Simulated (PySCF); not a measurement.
Radial density of Cd (cadmium, neutral)

HSE06, [Kr] 4d10 5s1 5p1, 5s spin antiparallel (an excited configuration). Calculation: PySCF 2.14, in x2c-TZVPPall (8s6p6d2f1g, 79 functions); the spin-free X2C one-electron Hamiltonian (Gaussian nucleus).

```json
{"r (bohr)": "0.0318", "4πr²ρ (e/bohr)": "56.00", "4πr²(ρα − ρβ)": "0.0017"}
{"r (bohr)": "0.0536", "4πr²ρ (e/bohr)": "56.84", "4πr²(ρα − ρβ)": "0.0020"}
{"r (bohr)": "0.0901", "4πr²ρ (e/bohr)": "78.16", "4πr²(ρα − ρβ)": "-0.0100"}
{"r (bohr)": "0.152", "4πr²ρ (e/bohr)": "57.48", "4πr²(ρα − ρβ)": "0.0076"}
{"r (bohr)": "0.255", "4πr²ρ (e/bohr)": "61.98", "4πr²(ρα − ρβ)": "-0.0128"}
{"r (bohr)": "0.429", "4πr²ρ (e/bohr)": "35.62", "4πr²(ρα − ρβ)": "-0.0008"}
{"r (bohr)": "0.721", "4πr²ρ (e/bohr)": "19.20", "4πr²(ρα − ρβ)": "-0.0226"}
{"r (bohr)": "1.21", "4πr²ρ (e/bohr)": "13.39", "4πr²(ρα − ρβ)": "-0.0108"}
{"r (bohr)": "2.04", "4πr²ρ (e/bohr)": "2.720", "4πr²(ρα − ρβ)": "-0.2972"}
{"r (bohr)": "3.43", "4πr²ρ (e/bohr)": "0.6506", "4πr²(ρα − ρβ)": "0.0142"}
{"r (bohr)": "5.77", "4πr²ρ (e/bohr)": "0.1349", "4πr²(ρα − ρβ)": "0.1005"}
{"r (bohr)": "9.71", "4πr²ρ (e/bohr)": "0.001657", "4πr²(ρα − ρβ)": "0.0015"}
```

Densities and radii are taken from the X2C orbitals without a picture-change correction, which distorts them close to the nucleus.

With the s spin flipped the determinant is a mixture of two multiplicities, not a spectroscopic state.
